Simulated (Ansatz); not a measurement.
Input:

```yaml
crystal:
  periodic: [false, false, false]
  atoms:
    - { symbol: O, position_ang: [-0.545242, 2.060748, -0.319065] }
    - { symbol: Si, position_ang: [0.595722, 1.375004, 0.725013] }
    - { symbol: B, position_ang: [0.76964, -0.61561, 0.518872] }
    - { symbol: Ge, position_ang: [-0.525588, -1.581066, -0.760858] }
    - { symbol: H, position_ang: [-1.410017, 1.613224, -0.317576] }
    - { symbol: H, position_ang: [0.27127, 1.647522, 2.183803] }
    - { symbol: H, position_ang: [1.885567, 2.083524, 0.409033] }
    - { symbol: H, position_ang: [1.635989, -1.240989, 1.100891] }
    - { symbol: H, position_ang: [-1.933074, -0.911307, -0.783976] }
    - { symbol: H, position_ang: [0.049578, -1.384616, -2.19651] }
    - { symbol: H, position_ang: [-0.728445, -3.103535, -0.538927] }
basis:
  gaussian: { orbitals: def2-SVP }
hamiltonian:
  xc: pbe
  dispersion: d4
neb:
  order_check: false
  images: 5
  f_tol: 0.05
  max_iterations: 60
  final_atoms:
    - { symbol: O, position_ang: [-0.34795084, 1.94743217, -0.68293366] }
    - { symbol: Si, position_ang: [0.50445506, 1.29558682, 0.64081647] }
    - { symbol: B, position_ang: [0.45220176, -0.71151211, 0.63523325] }
    - { symbol: Ge, position_ang: [-0.04742139, -1.58140015, -1.06314035] }
    - { symbol: H, position_ang: [-1.3146407, 1.88406884, -0.59309413] }
    - { symbol: H, position_ang: [-0.02587266, 1.88226903, 1.93458108] }
    - { symbol: H, position_ang: [1.91347562, 1.79688208, 0.46725965] }
    - { symbol: H, position_ang: [1.03782191, -1.42961586, 1.42296773] }
    - { symbol: H, position_ang: [-0.83271179, -1.1065286, 0.56782905] }
    - { symbol: H, position_ang: [-1.0201772, -0.90873794, -2.08271936] }
    - { symbol: H, position_ang: [-0.25377977, -3.12554527, -1.22609975] }
  initial_path:
    images:
      - { positions_ang: [[-0.545242, 2.060748, -0.319065], [0.595722, 1.375004, 0.725013], [0.76964, -0.61561, 0.518872], [-0.525588, -1.581066, -0.760858], [-1.410017, 1.613224, -0.317576], [0.27127, 1.647522, 2.183803], [1.885567, 2.083524, 0.409033], [1.635989, -1.240989, 1.100891], [-1.933074, -0.911307, -0.783976], [0.049578, -1.384616, -2.19651], [-0.728445, -3.103535, -0.538927]] }
      - { positions_ang: [[-0.52220329, 2.01245486, -0.40148892], [0.5658119, 1.34467716, 0.68757514], [0.66955321, -0.62621752, 0.50069176], [-0.53432422, -1.57208473, -0.81473722], [-1.41859248, 1.64918307, -0.31125578], [0.1955443, 1.66539757, 2.1056166], [1.89238722, 1.98284934, 0.41027128], [1.48952905, -1.25309682, 1.13902342], [-1.60747762, -0.8726851, -0.44094864], [-0.02596355, -1.28559461, -2.23235771], [-0.63886452, -3.10198422, -0.62168993]] }
      - { positions_ang: [[-0.49916457, 1.96416173, -0.48391284], [0.53590179, 1.31435033, 0.65013729], [0.56946642, -0.63682504, 0.48251151], [-0.54306043, -1.56310347, -0.86861645], [-1.42716797, 1.68514215, -0.30493556], [0.11981861, 1.68327314, 2.02743021], [1.89920745, 1.88217467, 0.41150956], [1.34306909, -1.26520463, 1.17715585], [-1.28188125, -0.8340632, -0.09792129], [-0.1015051, -1.18657322, -2.26820541], [-0.54928404, -3.10043345, -0.70445287]] }
      - { positions_ang: [[-0.47612586, 1.91586859, -0.56633676], [0.50599169, 1.28402349, 0.61269943], [0.46937963, -0.64743256, 0.46433127], [-0.55179665, -1.5541222, -0.92249567], [-1.43574345, 1.72110122, -0.29861534], [0.04409291, 1.7011487, 1.94924381], [1.90602767, 1.78150001, 0.41274784], [1.19660914, -1.27731245, 1.21528827], [-0.95628487, -0.79544129, 0.24510607], [-0.17704665, -1.08755183, -2.30405312], [-0.45970355, -3.09888267, -0.7872158]] }
      - { positions_ang: [[-0.43340085, 1.92638978, -0.60520239], [0.50547948, 1.28787793, 0.62207178], [0.46365367, -0.66879241, 0.52129859], [-0.38367156, -1.56321485, -0.96937723], [-1.39537587, 1.77542376, -0.39677493], [0.02077105, 1.76152215, 1.94435624], [1.90851032, 1.78662737, 0.43091845], [1.14368006, -1.32808025, 1.28451476], [-0.91509384, -0.89913706, 0.3526804], [-0.45809017, -1.0279472, -2.2302752], [-0.39106229, -3.10777021, -0.93351045]] }
      - { positions_ang: [[-0.39067585, 1.93691098, -0.64406803], [0.50496727, 1.29173238, 0.63144412], [0.45792772, -0.69015226, 0.57826592], [-0.21554648, -1.5723075, -1.01625879], [-1.35500828, 1.8297463, -0.49493453], [-0.0025508, 1.82189559, 1.93946866], [1.91099297, 1.79175472, 0.44908905], [1.09075099, -1.37884806, 1.35374124], [-0.87390281, -1.00283283, 0.46025472], [-0.73913368, -0.96834257, -2.15649728], [-0.32242103, -3.11665774, -1.0798051]] }
      - { positions_ang: [[-0.34795084, 1.94743217, -0.68293366], [0.50445506, 1.29558682, 0.64081647], [0.45220176, -0.71151211, 0.63523325], [-0.04742139, -1.58140015, -1.06314035], [-1.3146407, 1.88406884, -0.59309413], [-0.02587266, 1.88226903, 1.93458108], [1.91347562, 1.79688208, 0.46725965], [1.03782191, -1.42961586, 1.42296773], [-0.83271179, -1.1065286, 0.56782905], [-1.0201772, -0.90873794, -2.08271936], [-0.25377977, -3.12554527, -1.22609975]] }
```

Launched with:

```bash
$ ansatz run input.yaml --threads 2 --pin off --max-ram 3072MiB --backend cpu --events-out ev --progress --plain --runs-dir out
```

Hardware: 2 threads of Arm Neoverse V1, on a shared host.

Roughly how long does this run take, and how much memory?

2.1 min, with a peak of 0.15 GiB, for 11 band iterations.
